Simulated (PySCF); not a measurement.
# B (boron, neutral): UHF calculation

Configuration: [He] 2s2 2p1, 2P determinant. All numbers are calculated (PySCF 2.14, scalar relativity by spin-free X2C-1e, in x2c-SVPall).

| Item | Value |
| --- | --- |
| Total energy | -24.507213 hartree |
| One-electron energy | -32.3326 hartree |
| Hartree (Coulomb) energy | 11.5869 hartree |
| Exchange energy | -3.7615 hartree |
| ⟨S²⟩ | 0.7556 |
| ⟨L²⟩ | 2.013 |
| Sum of ⟨r⟩ | 6.822 bohr |
| Sum of ⟨r²⟩ | 15.81 bohr² |
| Traceless quadrupole moment −½Σ⟨3z² − r²⟩ along its main axis | -2.35 e·bohr² |
| Langevin diamagnetic susceptibility | -12.5 ×10⁻⁶ cm³/mol |
| Time after the integrals | 0.05 s of wall time on 1 thread of Neoverse-V1 (shared host) |

```json
{"shell": "1s α", "electrons": "1", "mean orbital energy (eV)": "-209.60", "rms radius, mean of both spins (bohr)": "0.379"}
{"shell": "1s β", "electrons": "1", "mean orbital energy (eV)": "-209.14", "rms radius, mean of both spins (bohr)": "0.379"}
{"shell": "2s α", "electrons": "1", "mean orbital energy (eV)": "-14.585", "rms radius, mean of both spins (bohr)": "2.20"}
{"shell": "2s β", "electrons": "1", "mean orbital energy (eV)": "-11.894", "rms radius, mean of both spins (bohr)": "2.20"}
{"shell": "2p α", "electrons": "1", "mean orbital energy (eV)": "-8.717", "rms radius, mean of both spins (bohr)": "2.42"}
```
